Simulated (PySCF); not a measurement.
Radial density of Te⁻ (tellurium, charge -1)

UHF, [Kr] 4d10 5s2 5p5, 2P determinant. Calculation: PySCF 2.14, in aug-cc-pVQZ-PP with ECP28MDF (7s7p5d3f2g, 92 functions); a scalar-relativistic core potential. This is the valence pseudo-density: the core potential removes the inner electrons and smooths the orbitals near the nucleus.

```csv
r (bohr),4πr²ρ (e/bohr),4πr²(ρα − ρβ)
0.00215,2.527e-05,0.0000
0.00361,6.855e-05,0.0000
0.00607,0.0001750,0.0000
0.0102,0.0004042,0.0000
0.0172,0.0008372,0.0000
0.0289,0.001422,0.0000
0.0486,0.001981,0.0000
0.0817,0.003593,0.0000
0.137,0.02323,0.0000
0.231,0.3027,0.0005
0.389,4.724,0.0154
0.654,24.59,0.0652
1.10,13.94,0.0022
1.85,4.047,0.4166
3.11,1.838,0.3064
5.24,0.2721,0.0293
8.81,0.01110,-0.0009
14.8,4.898e-05,0.0000
```

Energies and moments cover only the electrons outside the core potential.
